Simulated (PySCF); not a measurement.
Input of a run (PBE0-D3(BJ)/def2-SVP geometry optimisation, gas phase, def2 core potentials past Kr (PySCF 2.14.0)), started from GFN2-xTB:
```
{"job": {"xc": "PBE0", "basis": "def2-SVP", "d3": "d3bj", "grid": 1, "maxiter": 40, "shake": 0.03, "kind": "geom"}, "charge": 0, "multiplicity": 1}
Sn     1.048030     1.017440     0.975200
F      2.687860     0.414030     0.515300
F      1.003680     2.987000     1.032660
F      0.709270     0.484860     2.722730
N     -0.400950     0.664910    -0.492070
Sn    -0.809610    -1.210690    -0.990260
F     -2.673430    -1.419930    -0.958990
F     -0.121090    -1.568620    -2.746260
F     -0.044890    -2.594710     0.140470
H     -1.274230     1.148960    -0.194360
```

Output (energies in Eh, forces in Eh/bohr):
```
step   0  E = -1082.00967317  max force = 0.072612
step   1  E = -1082.02171578  max force = 0.019562
step   2  E = -1082.02433511  max force = 0.007696
step   3  E = -1082.02526828  max force = 0.005153
step   4  E = -1082.02578559  max force = 0.004356
step   5  E = -1082.02633574  max force = 0.002384
step   6  E = -1082.02656409  max force = 0.003410
step   7  E = -1082.02665234  max force = 0.001722
step   8  E = -1082.02668898  max force = 0.001054
step   9  E = -1082.02671496  max force = 0.001549
step  10  E = -1082.02675993  max force = 0.001568
step  11  E = -1082.02680597  max force = 0.001006
step  12  E = -1082.02685625  max force = 0.001135
step  13  E = -1082.02689267  max force = 0.000896
step  14  E = -1082.02696134  max force = 0.001090
step  15  E = -1082.02703407  max force = 0.001008
step  16  E = -1082.02714266  max force = 0.002017
step  17  E = -1082.02719276  max force = 0.001483
step  18  E = -1082.02730110  max force = 0.001042
step  19  E = -1082.02734508  max force = 0.001061
step  20  E = -1082.02740077  max force = 0.002539
step  21  E = -1082.02472821  max force = 0.011231
step  22  E = -1082.02727220  max force = 0.005799
step  23  E = -1082.02744634  max force = 0.003848
step  24  E = -1082.02756686  max force = 0.001313
step  25  E = -1082.02765320  max force = 0.000970
step  26  E = -1082.02772490  max force = 0.000903
step  27  E = -1082.02775666  max force = 0.000560
step  28  E = -1082.02777961  max force = 0.000431
step  29  E = -1082.02783832  max force = 0.000737
step  30  E = -1082.02790891  max force = 0.001857
step  31  E = -1082.02798739  max force = 0.003742
step  32  E = -1082.02812267  max force = 0.005644
step  33  E = -1082.02848474  max force = 0.003805
step  34  E = -1082.02873200  max force = 0.003611
step  35  E = -1082.02892194  max force = 0.004277
step  36  E = -1082.02890219  max force = 0.002344
step  37  E = -1082.02904548  max force = 0.001507
step  38  E = -1082.02916907  max force = 0.001037
step  39  E = -1082.02920348  max force = 0.000672
step  40  E = -1082.02921379  max force = 0.000374
optimisation converged
```

Q: Summarise the run.

A: The energy falls by 0.532 eV over 41 energy and gradient evaluations, the largest force component goes from 0.0726 to 3.7e-04 Eh/bohr, and the atoms move by 0.567 Å rms after alignment. The bond that changes most is Sn1–F2 (ends: tin bonded to 3 F and N; fluorine bonded to Sn), which lengthens by 0.103 Å. Bonds longer at the end by more than 0.005 Å: 4 of 9; shorter: 5. Among the angles that change most is N5–Sn6–F9, from 116.5° to 84.9°. Among the dihedrals that turn most is H10–N5–Sn6–F7, from 7° to -78°. The energy rose by more than 1e-6 Eh at steps 21 and 36. The first step brought 62 % of the lowering.

Q: What are the final bond lengths?

A: Sn1–F2 1.909 Å, Sn1–F3 1.920 Å, Sn1–F4 1.908 Å, Sn1–N5 2.025 Å, N5–Sn6 1.966 Å, N5–H10 1.016 Å, Sn6–F7 1.905 Å, Sn6–F8 1.906 Å, Sn6–F9 1.966 Å. Numbering counts from 1 in the input's order; the species is (F3Sn)2NH (F6HNSn2).

The run used 155 basis functions and 294 SCF cycles in all.

Not checked by PBE0-D3(BJ)/def2-SVP frequencies.
